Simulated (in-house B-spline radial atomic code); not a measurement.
Values are calculated unless marked as measured or tabulated.
# Ghost states of the separable form: Ta

Ta, [Xe] 4f14 5d3 6s2, non-relativistic LDA (VWN5) (a model for so heavy an element), spherical and spin-unpolarised, from an all-electron radial atomic-structure program (B-spline basis) (atomic units; all potentials screened as in the neutral atom).

Troullier-Martins channels: 6s (ε = -0.1748, r_c = 3.112 bohr), 5d (ε = -0.1825, r_c = 1.496 bohr), 4f (ε = -1.1993, r_c = 1.496 bohr). In the Kleinman-Bylander form one channel serves as the local potential, and each other channel l becomes |δV u><u δV|/<u|δV|u>, with δV = V_l − V_local and u the pseudo-orbital. Its strength is E_KB = <u|δV²|u>/<u|δV|u>. By the analysis of Gonze, Stumpf and Scheffler a spurious state lies below the reference level ε if E_KB > 0 and ε is above the second level of the local potential alone, or if E_KB < 0 and ε is above its first. The table's levels are those of angular momentum l in a sphere of 9 bohr, whose wall can lift a shallow ε a little above its free-atom value.

```tsv
local	channel	<u δV u>	<u δV² u>	ε	first local level	second local level
s	d	-1.6624	6.087	-0.1824	0.0616	0.3128
s	f	-21.068	587.19	-1.1993	0.1935	0.4946
d	s	0.16942	0.40206	-0.1735	-3.0997	-0.4462
d	f	-15.283	364.35	-1.1993	0.1891	0.4581
f	s	0.1851	1.2214	-0.1735	-31.2929	-10.5584
f	d	0.14555	6.1632	-0.1824	-10.9792	-0.0209
```

(1) Apply the rule to each row.

Diagonalising the separable Hamiltonian gives:

```json
{"local": "s", "channel": "d", "three lowest levels": "-0.1824, 0.1151, 0.4320", "all-electron, two lowest valence levels": "-0.1824, 0.1130"}
{"local": "s", "channel": "f", "three lowest levels": "-1.1993, 0.1937, 0.4961", "all-electron, two lowest valence levels": "-1.1993, 0.1898"}
{"local": "d", "channel": "s", "three lowest levels": "-1.7450, -0.1735, 0.1123", "all-electron, two lowest valence levels": "-0.1735, 0.1132"}
{"local": "d", "channel": "f", "three lowest levels": "-1.1993, 0.1901, 0.4678", "all-electron, two lowest valence levels": "-1.1993, 0.1898"}
{"local": "f", "channel": "s", "three lowest levels": "-27.9167, -8.7708, -0.1735", "all-electron, two lowest valence levels": "-0.1735, 0.1132"}
{"local": "f", "channel": "d", "three lowest levels": "-0.1824, 0.1131, 0.4195", "all-electron, two lowest valence levels": "-0.1824, 0.1130"}
```

(2) Which choices of local channel are safe?

Results:

(1) Local s, channel d: E_KB = -3.66, so ε = -0.1824 is set against 0.0616: no ghost. Local s, channel f: E_KB = -27.9, so ε = -1.1993 is set against 0.1935: no ghost. Local d, channel s: E_KB = +2.37, so ε = -0.1735 is set against -0.4462: a ghost. Local d, channel f: E_KB = -23.8, so ε = -1.1993 is set against 0.1891: no ghost. Local f, channel s: E_KB = +6.6, so ε = -0.1735 is set against -10.5584: a ghost. Local f, channel d: E_KB = +42.3, so ε = -0.1824 is set against -0.0209: no ghost.

(2) Free of ghosts: s. With d local the s channel has a ghost 1.57 hartree below ε, since the local potential binds more than one state below ε, and a repulsive term of rank one raises each level at most to the next, so it clears only one of them. With f local the s channel has two ghosts, the lowest 27.74 hartree below ε, since the local potential binds more than one state below ε, and a repulsive term of rank one raises each level at most to the next, so it clears only one of them. Among the safe choices the second level, which tests transfer, is off by at most 3.9 millihartree (s local).
